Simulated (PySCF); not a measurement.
A structure optimised at PBE-D3(BJ)/def2-SVP, used in a PySCF frequency run:

```xyz
12

O      0.1445     2.2451     0.0000
C     -0.0355     1.0426     0.0000
C     -1.4345     0.3909     0.0000
C     -1.3057    -1.1102     0.0000
C     -0.0834    -1.7026     0.0000
Si     1.2802    -0.4204     0.0000
H     -2.0025     0.7647    -0.8829
H     -2.0025     0.7647     0.8829
H     -2.2362    -1.7074     0.0000
H      0.0029    -2.8006     0.0000
H      2.1572    -0.4107    -1.2227
H      2.1572    -0.4107     1.2227
```

Write its SMILES, formula and point group.

O=C1CC=C[SiH2]1, C₄H₆OSi, Cs

What are its rotational constants (standard atomic weights)?

4.2582, 3.0271, 1.8280 GHz
